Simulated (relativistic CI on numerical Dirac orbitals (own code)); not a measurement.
# Ni3+: from the plainest model towards the measured levels

Calculated with a relativistic CI code on KLI orbitals (one set per configuration, finite nucleus), adding one ingredient at a time: step 1, Dirac-Coulomb, each configuration alone; step 2, with Breit and QED terms; step 3, with configuration mixing; step 4, with scaled Slater integrals (0.85); step 5, with a P86 correlation estimate; step 6, tied to the ionisation limit. P86 is a density functional for the correlation energy, evaluated here for each configuration and added to its levels. Step 6 is semi-empirical: configurations made of the next ion and one excited electron move by 3734 cm⁻¹, so that their limit matches the tabulated ionisation energy, and those with a non-penetrating f or g electron also take the P86 value of the least penetrating other one.

CI space (outside the closed core [Ne] 3s2): 3p⁶3d⁷, 3p⁶3d⁶4s, 3p⁶3d⁶4p, 3p⁶3d⁶4d, 3p⁶3d⁶5s, 3p⁶3d⁶5p, 3p⁵3d⁸, 3p⁶3d⁶4f, 3p⁶3d⁶5d, 3p⁶3d⁵4s4p, 3p⁶3d⁶5f, 3p⁶3d⁵4s², 3p⁶3d⁴4s²4p, 3p⁶3d⁴4s²4d, 3p⁶3d⁴4s²5s, 3p⁶3d⁴4s²5p.

Computed minus measured energy above the ground level, in cm⁻¹, for 17 of the 50 excited levels that pair in every step (one J of a term; a digit in brackets numbers repeated terms):

| Configuration | Term | J | Measured | Step 1 | Step 2 | Step 3 | Step 4 | Step 5 | Step 6 |
| --- | --- | --- | --- | --- | --- | --- | --- | --- | --- |
| 3p⁶3d⁷ | 4F | 7/2 | 1190 | 4 | -35 | -46 | -44 | -43 | -43 |
| 3p⁶3d⁷ | 4P | 5/2 | 18119 | 3999 | 4036 | 3505 | 314 | 328 | 335 |
| 3p⁶3d⁷ | 2G | 9/2 | 19830 | 2327 | 2295 | 2635 | -600 | -608 | -612 |
| 3p⁶3d⁷ | 2P | 3/2 | 23649 | 5593 | 5664 | 5922 | 1622 | 1616 | 1613 |
| 3p⁶3d⁷ | 2H | 11/2 | 26649 | 2827 | 2703 | 2844 | -1441 | -1445 | -1446 |
| 3p⁶3d⁷ | 2D(2) | 5/2 | 27096 | 4848 | 4867 | 5092 | 447 | 442 | 439 |
| 3p⁶3d⁷ | 2F | 5/2 | 43438 | 7440 | 7472 | 7310 | -170 | -165 | -163 |
| 3p⁶3d⁷ | 2D(1) | 3/2 | 67360 | 12046 | 12114 | 11687 | -30 | -18 | -13 |
| 3p⁶3d⁶4s | 6D | 9/2 | 110411 | -9467 | -9191 | -8799 | -5526 | 449 | 4178 |
| 3p⁶3d⁶4s | 4P | 5/2 | 138446 | -3692 | -3298 | -2901 | -4749 | 1226 | 4954 |
| 3p⁶3d⁶4s | 4H | 13/2 | 139289 | -7021 | -6918 | -6521 | -7884 | -1909 | 1820 |
| 3p⁶3d⁶4s | 4F | 9/2 | 141220 | -4850 | -4560 | -4223 | -6234 | -258 | 3470 |
| 3p⁶3d⁶4s | 2P | 3/2 | 145192 | -2112 | -1760 | -1551 | -4510 | 1466 | 5195 |
| 3p⁶3d⁶4s | 4G | 7/2 | 146062 | -5284 | -5109 | -4802 | -7230 | -1254 | 2474 |
| 3p⁶3d⁶4s | 2F | 7/2 | 147636 | -3411 | -3115 | -2886 | -6054 | -78 | 3651 |
| 3p⁶3d⁶4s | 2G | 9/2 | 151575 | -3767 | -3601 | -3487 | -7054 | -1076 | 2652 |
| 3p⁶3d⁶4p | 6D° | 7/2 | 175869 | -11725 | -11532 | -11134 | -7338 | -599 | 3128 |

Mean absolute errors in cm⁻¹, over all paired levels and for the configurations:

```
Configuration, levels  Step 1  Step 2  Step 3  Step 4  Step 5  Step 6
              all, 50    5446    5281    5075    4151     713    2500
           3p⁶3d⁷, 18    4607    4587    4546     568     568     568
         3p⁶3d⁶4s, 30    5530    5279    4988    6088     808    3616
          3p⁶3d⁶4p, 2   11729   11543   11144    7332     594    3134
```

Measured levels: Corliss and Sugar, J. Phys. Chem. Ref. Data 10, 197 (1981). Some J values or terms of the table were assigned by a fit.

The mean absolute error is lowest at step 5 (713 cm⁻¹), and the largest single drop is from step 4 to 5 (4151 to 713). Terms of the ground configuration are off by 4607 at first, 4546 with mixing and 568 after scaling, which stands in for the correlation that narrows term splittings. The Breit and QED terms change the top of the ground term (measured 2621) from 2659 to 2567. Mixing lowers the ground level by 542; relative to it the configurations that move most are 3p⁶3d⁶4p by +399, 3p⁶3d⁶4s by +291. The P86 estimate moves 3p⁶3d⁶4p by +6738, 3p⁶3d⁶4s by +5976, and takes the mean absolute error of the excited configurations from 6166 to 794. Step 6 takes that error from 794 to 3586; it grows for 3p⁶3d⁶4s, 3p⁶3d⁶4p. The shift fits the limit, so it does little for low levels whose errors differ from those near the limit.
